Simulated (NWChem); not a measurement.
System: C$_{2}$H$_{6}$AlF; SMILES [CH3][Al]([CH3])[F]

Here is an NWChem input.

```
start job
memory heap 200 mb stack 900 mb global 1100 mb
geometry units angstroms noautosym nocenter noautoz
  Al    -0.042394    -0.003553     0.090130
  C      0.801443     1.764126     0.031021
  H      1.884435     1.712089    -0.129932
  H      0.628506     2.313168     0.965972
  H      0.373078     2.377004    -0.772941
  C      0.824728    -1.750654    -0.099474
  H      0.405244    -2.307106    -0.947931
  H      0.658125    -2.370417     0.791378
  H      1.907092    -1.672600    -0.254023
  F     -1.695151    -0.023463     0.330420
end
basis spherical
  * library 6-311g**
end
dft
  xc pbe0
  iterations 150
end
property
  shielding 5 1 2 3 4 10
end
task dft property
```

Output (shortened):

```
             Northwest Computational Chemistry Package (NWChem) 7.3.0
             --------------------------------------------------------

                             Geometry "geometry" -> ""
                             -------------------------

 Output coordinates in angstroms (scale by  1.889725989 to convert to a.u.)

  No.       Tag          Charge          X              Y              Z
 ---- ---------------- ---------- -------------- -------------- --------------
    1 Al                  13.0000    -0.04239400    -0.00355300     0.09013000
    2 C                    6.0000     0.80144300     1.76412600     0.03102100
    3 H                    1.0000     1.88443500     1.71208900    -0.12993200
    4 H                    1.0000     0.62850600     2.31316800     0.96597200
    5 H                    1.0000     0.37307800     2.37700400    -0.77294100
    6 C                    6.0000     0.82472800    -1.75065400    -0.09947400
    7 H                    1.0000     0.40524400    -2.30710600    -0.94793100
    8 H                    1.0000     0.65812500    -2.37041700     0.79137800
    9 H                    1.0000     1.90709200    -1.67260000    -0.25402300
   10 F                    9.0000    -1.69515100    -0.02346300     0.33042000

 Effective nuclear repulsion energy (a.u.)     152.2369732725

                              NWChem Property Module
                              ----------------------

  itol2e modified to match energy
  convergence criterion.

                                 NWChem DFT Module
                                 -----------------

 Summary of "ao basis" -> "ao basis" (spherical)
 ------------------------------------------------------------------------------
       Tag                 Description            Shells   Functions and Types
 ---------------- ------------------------------  ------  ---------------------
 Al                         6-311g**                12       26   6s5p1d
 C                          6-311g**                 8       18   4s3p1d
 H                          6-311g**                 4        6   3s1p
 F                          6-311g**                 8       18   4s3p1d

  itol2e modified to match energy
  convergence criterion.

            General Information
            -------------------
          SCF calculation type: DFT
          Wavefunction type:  closed shell.
          No. of atoms     :    10
          No. of electrons :    40
           Alpha electrons :    20
            Beta electrons :    20
          Charge           :     0
          Spin multiplicity:     1
          Use of symmetry is: off; symmetry adaption is: off
          Maximum number of iterations: 150
          AO basis - number of functions:   116
                     number of shells:    60
          Convergence on energy requested:  1.00D-07
          Convergence on density requested:  1.00D-05
          Convergence on gradient requested:  5.00D-04

              XC Information
              --------------
                         PBE0 Method XC Functional
                     Hartree-Fock (Exact) Exchange  0.250
          PerdewBurkeErnzerhof Exchange Functional  0.750
            Perdew 1991 LDA Correlation Functional  1.000 local
           PerdewBurkeErnz. Correlation Functional  1.000 non-local

             Grid Information
             ----------------
          Grid used for XC integration:  fine
          Radial quadrature: Mura-Knowles
          Angular quadrature: Lebedev.
          Tag              B.-S. Rad. Rad. Pts. Rad. Cut. Ang. Pts.
          ---              ---------- --------- --------- ---------
          Al                  1.25      123          10.0       770
          C                   0.70       70          12.0       590
          H                   0.35       60          13.0       590
          F                   0.50       70          11.0       590
          Grid pruning is: on
          Number of quadrature shells:   693
          Spatial weights used:  Erf1

      Superposition of Atomic Density Guess
      -------------------------------------

 Sum of atomic energies:        -419.61562489

      Non-variational initial energy
      ------------------------------

 Total energy =    -421.049490
 1-e energy   =    -881.621929
 2-e energy   =     308.335465
 HOMO         =      -0.341520
 LUMO         =      -0.001607

   convergence    iter        energy       DeltaE   RMS-Dens  Diis-err
 ---------------- ----- ----------------- --------- --------- ---------
 d= 0,ls=0.0,diis     1   -421.8547383175 -5.74D+02  8.27D-03  8.66D-01
 d= 0,ls=0.0,diis     2   -421.8133886270  4.13D-02  4.87D-03  1.46D+00
 d= 0,ls=0.0,diis     3   -421.9253227582 -1.12D-01  7.22D-04  4.21D-02
 d= 0,ls=0.0,diis     4   -421.9277832717 -2.46D-03  2.77D-04  4.27D-03
 d= 0,ls=0.0,diis     5   -421.9282873389 -5.04D-04  5.76D-05  1.54D-04
  Resetting Diis
 d= 0,ls=0.0,diis     6   -421.9283043164 -1.70D-05  5.64D-06  6.35D-07
 d= 0,ls=0.0,diis     7   -421.9283043863 -6.99D-08  2.10D-06  5.82D-08

[...]

          -----------------------------------------
          Chemical Shielding Tensors (GIAO, in ppm)
          -----------------------------------------

                                NWChem CPHF Module
                                ------------------

  scftype          =     RHF
  nclosed          =       20
  nopen            =        0
  variables        =     1920
  # of vectors     =        3
  tolerance        = 0.10D-03
  level shift      = 0.00D+00
  max iterations   =       50
  max subspace     =       30

 SCF residual:    3.2252048576380751E-004

Iterative solution of linear equations
  No. of variables     1920
  No. of equations        3
  Maximum subspace       30
        Iterations       50
       Convergence  1.0D-04

   iter   nsub   residual    time
   ----  ------  --------  ---------
     1      3    5.28D-01      43.8
     2      6    3.05D-02      48.2
     3      9    1.31D-03      52.7
     4     12    5.68D-05      57.1

      Atom:    1  Al
        Diamagnetic
    796.2886      0.0136     -0.1961
      0.0136    795.3462      0.0128
     -0.1961      0.0128    794.9694

        Paramagnetic
   -559.3594     -2.1387     12.5349
     -2.1387   -307.0787      6.3086
     12.5349      6.3086   -474.4815

        Total Shielding Tensor
    236.9292     -2.1251     12.3388
     -2.1251    488.2675      6.3214
     12.3388      6.3214    320.4879

           isotropic =     348.5615
          anisotropy =     209.9322

          Principal Components and Axis System
                 1           2           3
              488.5163    322.0588    235.1095

      1        -0.0066      0.1442      0.9895
      2         0.9993     -0.0358      0.0119
      3         0.0371      0.9889     -0.1439

      Atom:    2  C
        Diamagnetic
    249.7080      3.7787     -0.2571
      3.7787    255.9392     -0.2288
     -0.2571     -0.2288    247.0443

        Paramagnetic
    -50.0992     -3.1162     -0.3001
     -3.1162    -52.7221      0.3934
     -0.3001      0.3934    -51.2674

        Total Shielding Tensor
    199.6087      0.6625     -0.5572
      0.6625    203.2170      0.1646
     -0.5572      0.1646    195.7769

           isotropic =     199.5342
          anisotropy =       5.7017

          Principal Components and Axis System
                 1           2           3
              203.3354    199.5786    195.6887

      1         0.1738      0.9739      0.1463
      2         0.9847     -0.1705     -0.0345
      3         0.0086     -0.1501      0.9886

      Atom:    3  H
        Diamagnetic
     39.2369      1.8092     -2.2093
      1.8092     26.9259     -0.1497
     -2.2093     -0.1497     24.0613

        Paramagnetic
     -0.6087     -1.2238      0.7016
     -1.2238      2.8971      0.1218
      0.7016      0.1218      4.3755

        Total Shielding Tensor
     38.6283      0.5855     -1.5078
      0.5855     29.8230     -0.0278
     -1.5078     -0.0278     28.4367

           isotropic =      32.2960
          anisotropy =       9.8823

          Principal Components and Axis System
                 1           2           3
               38.8842     29.7874     28.2163

      1         0.9877     -0.0584      0.1452
      2         0.0643      0.9973     -0.0358
      3        -0.1427      0.0447      0.9888

      Atom:    4  H
        Diamagnetic
     24.6257      0.2609     -1.3015
      0.2609     31.4042      7.1633
     -1.3015      7.1633     33.7842

        Paramagnetic
      4.0587     -0.4853      0.3167
     -0.4853      1.4054     -1.9937
      0.3167     -1.9937      1.1442

        Total Shielding Tensor
     28.6844     -0.2244     -0.9847
     -0.2244     32.8095      5.1696
     -0.9847      5.1696     34.9284

           isotropic =      32.1408
          anisotropy =      10.6246

          Principal Components and Axis System
                 1           2           3
               39.2238     29.0463     28.1522

      1        -0.0857      0.7102     -0.6988
      2         0.6270      0.5835      0.5161
      3         0.7743     -0.3939     -0.4953

      Atom:    5  F
        Diamagnetic
    488.7357      0.3349     -3.9446
      0.3349    460.3896     -0.0928
     -3.9446     -0.0928    462.1750

        Paramagnetic
   -122.8800      0.9720      2.0085
      0.9720   -280.3131     -6.3229
      2.0085     -6.3229   -109.8318

        Total Shielding Tensor
    365.8557      1.3069     -1.9361
      1.3069    180.0765     -6.4157
     -1.9361     -6.4157    352.3432

           isotropic =     299.4251
          anisotropy =     100.0928

          Principal Components and Axis System
                 1           2           3
              366.1537    352.2920    179.8297

      1         0.9895      0.1446     -0.0066
      2         0.0119     -0.0357      0.9993
      3        -0.1443      0.9888      0.0371
```

Level: PBE0/6-311G** (spherical d), GIAO. The geometry was optimised at B3LYP/6-31G* (spherical d). The output numbers the shielded atoms by their place in the input's list. The printed shielding anisotropy is the first printed principal value minus the mean of the other two.
